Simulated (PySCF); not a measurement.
Compound: mer-MoCl3(NH3)3 (quartet state).
Bonds: Mo1–Cl2, Mo1–Cl3, Mo1–Cl4, Mo1–N5, Mo1–N9, Mo1–N13. Hydrogens: H6, H7, H8 on N5; H10, H11, H12 on N9; H14, H15, H16 on N13.

Computed by this run: PySCF 2.14.0, PBE0-D3(BJ)/def2-SVP geometry optimisation, gas phase, def2 core potentials past Kr; unrestricted, density fitting, grid level 1; the optimiser is geomeTRIC in internal coordinates, started from a GFN2-xTB structure with every atom displaced at random (about 0.03 Å).

Step 0: E = -44014.7217 eV
```
atom  x, y, z in Å  |  force x, y, z in eV/Å
Mo1     0.4965   -0.0751   -0.0018   -1.167   1.584  -0.450
Cl2     0.0749   -0.0138    2.3857    0.095  -0.090  -0.066
Cl3     0.1917    0.0092   -2.4520    0.149  -0.038   0.547
Cl4     2.9127    0.0184    0.0308   -0.465  -0.175   0.043
N5     -1.8830   -0.0304   -0.0621    1.404   1.928   2.200
H6     -2.1917    0.1021    0.9303    0.361  -0.277  -0.976
H7     -2.2295   -0.8786   -0.4075   -0.905  -1.487  -0.872
H8     -2.2082    0.7701   -0.5983   -0.100  -0.238  -0.302
N9      0.5422    2.2887    0.0555   -0.148  -1.861  -2.676
H10     0.2679    2.6984   -0.8548    0.127  -0.287   0.614
H11     1.5244    2.4167    0.1509    1.284   0.241   0.203
H12     0.0794    2.7317    0.7894   -1.073   0.970   1.736
N13     0.4854   -2.2388   -0.0159    3.456  -0.149   3.199
H14     0.1725   -2.7308   -0.8021   -0.547  -0.960  -1.841
H15     0.1498   -2.7328    0.8438    0.015   0.660  -0.779
H16     1.5807   -2.3690    0.0745   -2.488   0.180  -0.580
```

Step 1: E = -44015.2455 eV
```
atom  x, y, z in Å  |  force x, y, z in eV/Å
Mo1     0.4489   -0.0223    0.0111   -0.747   0.329  -0.128
Cl2     0.0638   -0.0290    2.3975    0.014  -0.023   0.121
Cl3     0.1610    0.0803   -2.3815    0.094  -0.005  -0.111
Cl4     2.8227   -0.0388    0.0654    0.214   0.007   0.020
N5     -1.8113    0.0195   -0.0463    0.376   0.049   0.289
H6     -2.1117    0.1349    0.9220   -0.092  -0.076   0.090
H7     -2.1936   -0.8454   -0.4221   -0.148   0.078  -0.094
H8     -2.1439    0.8045   -0.6005   -0.131  -0.092  -0.182
N9      0.5062    2.1997    0.0209    0.174  -0.297  -0.064
H10     0.2287    2.5856   -0.8799   -0.042   0.068  -0.065
H11     1.5138    2.3445    0.1220    0.017   0.163   0.081
H12     0.0182    2.6670    0.7829    0.063   0.042   0.036
N13     0.5257   -2.2113    0.0019    0.469  -0.412   0.253
H14     0.2084   -2.7176   -0.8264   -0.033   0.085   0.011
H15     0.1830   -2.6779    0.8446   -0.239   0.096  -0.062
H16     1.5455   -2.3275    0.0548    0.012  -0.011  -0.195
```

Step 2: E = -44015.2840 eV
```
atom  x, y, z in Å  |  force x, y, z in eV/Å
Mo1     0.4185    0.0019    0.0123   -0.264   0.064  -0.094
Cl2     0.0258   -0.0273    2.4086    0.035  -0.017   0.004
Cl3     0.1644    0.1076   -2.3907    0.044  -0.016   0.010
Cl4     2.8095    0.0520    0.0681    0.053  -0.088   0.025
N5     -1.8324   -0.0210   -0.0319    0.143  -0.053   0.021
H6     -2.1439    0.0772    0.9357   -0.064  -0.007   0.060
H7     -2.2069   -0.8897   -0.4152   -0.025   0.080   0.006
H8     -2.2028    0.7408   -0.5976   -0.070  -0.012  -0.047
N9      0.5615    2.2071    0.0119    0.042  -0.019   0.105
H10     0.2942    2.6025   -0.8893   -0.038   0.049  -0.031
H11     1.5727    2.3428    0.1202   -0.062   0.022   0.018
H12     0.0875    2.6964    0.7735    0.059  -0.017  -0.082
N13     0.5250   -2.2137    0.0053    0.116  -0.098  -0.053
H14     0.1971   -2.7071   -0.8294   -0.015   0.118   0.102
H15     0.1562   -2.6660    0.8423   -0.114   0.024   0.005
H16     1.5391   -2.3372    0.0425    0.160  -0.030  -0.048
```

Task: Estimate the geometry and energy of step 3. (The exact step hangs on the optimiser's Hessian estimate; all steps are aligned on step 2, rigid shifts and turns removed.)

Result: E = -44015.2933 eV, largest force 0.178 eV/Å
```
atom  x, y, z in Å  |  force x, y, z in eV/Å
Mo1     0.4084    0.0020    0.0115    0.011  -0.176  -0.024
Cl2     0.0277   -0.0359    2.4135    0.017  -0.002  -0.051
Cl3     0.1751    0.1018   -2.3941    0.016  -0.005   0.035
Cl4     2.8104   -0.0475    0.0808   -0.065   0.061   0.007
N5     -1.8406    0.0017   -0.0252   -0.014  -0.035  -0.038
H6     -2.1605    0.0992    0.9420   -0.014   0.018  -0.022
H7     -2.2346   -0.8573   -0.4112    0.033   0.002   0.036
H8     -2.2173    0.7575   -0.5980   -0.009   0.026   0.043
N9      0.5475    2.2075    0.0070    0.084   0.040   0.056
H10     0.2755    2.6054   -0.8939    0.006   0.000   0.020
H11     1.5557    2.3610    0.1193   -0.065  -0.006  -0.016
H12     0.0727    2.6994    0.7658    0.022  -0.025  -0.046
N13     0.5622   -2.2203    0.0065    0.019   0.034  -0.086
H14     0.2273   -2.7005   -0.8307   -0.041   0.053   0.049
H15     0.1764   -2.6653    0.8398   -0.007  -0.011  -0.001
H16     1.5796   -2.3427    0.0333    0.007   0.026   0.038
```

The energy changes by -0.0093 eV. The first-order estimate −F·Δx gives -0.0268 eV and the mean of the old and new forces, exact on a quadratic surface, -0.0091 eV. The step makes an angle of 69° with the force vector and moves no atom by more than 0.100 Å.

The cost below is that of the whole optimisation. The run took 9.1 min of wall time on Arm Neoverse V2, one thread, on a shared host, and the process peaked at 0.97 GiB of memory.
